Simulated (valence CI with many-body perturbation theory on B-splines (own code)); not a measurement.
Values are calculated unless marked as measured or tabulated.
**Ir⁶³⁺: magnetic and hyperfine properties of the levels**

Method: configuration interaction combined with many-body perturbation theory (CI+MBPT): four valence electrons over a frozen Dirac-Fock core [Ne], a basis of 11 s, 11 p, 9 d, 7 f, 5 g, 2 h, 1 i functions for each j, with the one-electron correlation potential Σ1 (screened to all orders), the two-electron term Σ2, the three-electron term Σ3, Breit, model QED; selected single and double excitations, second order for the rest (own B-spline code, finite nucleus).

No measured spectrum was set against this ion. As an estimate, large intervals hold to a few tenths of a per cent, small ones and those within an open d or f shell to about a per cent.

A/g_I is the dipole constant over the nuclear g factor μ/I (μ in nuclear magnetons, uniformly magnetised nucleus), B/Q the quadrupole constant per barn. Both hold the static response of the core; the bare values leave it out. Large factors of s and p1/2 electrons are usually good to 5 to 10 %; those of open d and f shells near neutrality can be off by tens of per cent, and small factors of p3/2, d and f electrons come from cancelling terms and can be off by a factor of two or in sign, in half-filled shells by more. B is blank for J = 1/2, where it vanishes, and for nearly pure S terms. Energies count from the lowest level. Levels with J = 0 are left out.

Levels are named by their leading jj configuration (3d3/2^4 stands for four electrons in 3d with j = 3/2), which in mixed levels can hold well under half, so a name can repeat and another be missing. Letters in brackets count levels of one name in rising energy.

```tsv
Level	E (Ry)	g	A/g_I (MHz)	A/g_I bare	B/Q (MHz/b)	B/Q bare
(3s^2 3p1/2 3p3/2) J=1	31.070	1.488	-270000	-261000	250000	247000
(3s^2 3p1/2 3p3/2) J=2	31.785	1.159	765000	754000	468000	463000
(3s 3p1/2^2 3p3/2) J=2	44.312	1.516	1860000	1830000	470000	464000
(3s 3p1/2^2 3p3/2) J=1	46.412	1.047	-1240000	-1210000	254000	251000
(3s^2 3p1/2 3d3/2) J=2	48.087	0.752	684000	676000	101000	104000
(3s^2 3p1/2 3d3/2) J=1	51.533	0.881	-604000	-586000	82200	82700
(3s^2 3p1/2 3d5/2) J=2	56.796	1.282	-276000	-266000	73900	75900
(3s^2 3p1/2 3d5/2) J=3	56.898	1.102	431000	427000	79300	82000
(3s 3p1/2^2 3d3/2) J=1	61.661	0.445	-1550000	-1510000	42500	43700
(3s 3p1/2^2 3d3/2) J=2	62.225	1.122	1780000	1740000	81300	83600
(3s^2 3p3/2^2) J=2	63.420	1.310	265000	263000	32500	32100
(3s 3p1/2^2 3d5/2) J=3	69.989	1.340	1180000	1170000	78200	80800
(3s 3p1/2^2 3d5/2) J=2	71.068	1.027	-1050000	-1030000	59500	62000
(3s 3p1/2 3p3/2^2) J=2 [a]	74.664	1.528	1200000	1180000	93300	92100
(3s 3p1/2 3p3/2^2) J=3	76.116	1.310	1630000	1610000	22200	22000
(3s 3p1/2 3p3/2^2) J=2 [b]	78.110	1.083	181000	183000	-23800	-23300
(3s 3p1/2 3p3/2^2) J=1 [a]	78.152	1.268	1330000	1300000	-344000	-340000
(3s 3p1/2 3p3/2^2) J=1 [b]	79.039	1.336	1170000	1160000	268000	264000
(3s^2 3p3/2 3d3/2) J=3	82.032	1.078	236000	236000	548000	545000
(3s^2 3p3/2 3d3/2) J=2	82.431	1.057	24700	29600	-35900	-35400
(3s^2 3p3/2 3d3/2) J=1	82.459	1.115	299000	298000	-245000	-243000
(3s^2 3p3/2 3d5/2) J=4	87.360	1.236	127000	128000	610000	606000
(3s^2 3p3/2 3d5/2) J=2	88.137	1.224	88400	91200	-323000	-318000
(3s^2 3p3/2 3d5/2) J=3	89.852	1.201	143000	144000	-15200	-12500
(3s 3p1/2 3p3/2 3d3/2) J=2 [a]	90.494	1.160	471000	467000	-8990	-8780
(3s^2 3p3/2 3d5/2) J=1	90.658	1.071	-34600	-29600	81800	81900
(3s 3p1/2 3p3/2 3d3/2) J=1 [a]	91.221	1.126	682000	674000	-229000	-227000
(3s 3p1/2 3p3/2 3d3/2) J=3 [a]	91.651	1.126	1060000	1050000	160000	159000
(3s 3p1/2 3p3/2 3d3/2) J=2 [b]	92.080	1.191	611000	605000	-48200	-48200
(3s 3p1/2 3p3/2 3d3/2) J=4	92.984	1.152	1280000	1260000	477000	474000
(3s 3p1/2 3p3/2 3d3/2) J=2 [c]	94.052	0.909	781000	770000	-166000	-163000
(3s 3p1/2 3p3/2 3d3/2) J=3 [b]	94.577	1.253	1100000	1090000	430000	425000
(3s 3p1/2 3p3/2 3d3/2) J=1 [b]	94.922	1.681	2670000	2620000	167000	166000
(3s 3p1/2 3p3/2 3d3/2) J=2 [d]	95.116	1.363	1180000	1170000	152000	149000
```

(1) Take the isotope of mass number 193, with I = 3/2, μ = 0.163 μN and Q = 0.751 b. What is the hyperfine structure of (3s^2 3p1/2 3d5/2) J=2?

## Answers

(1) From the table A = -30000 MHz, B = 55500 MHz. Shifts from the centre of gravity in MHz: F = 1/2: 184000, F = 3/2: 90000, F = 5/2: -19700, F = 7/2: -76100.
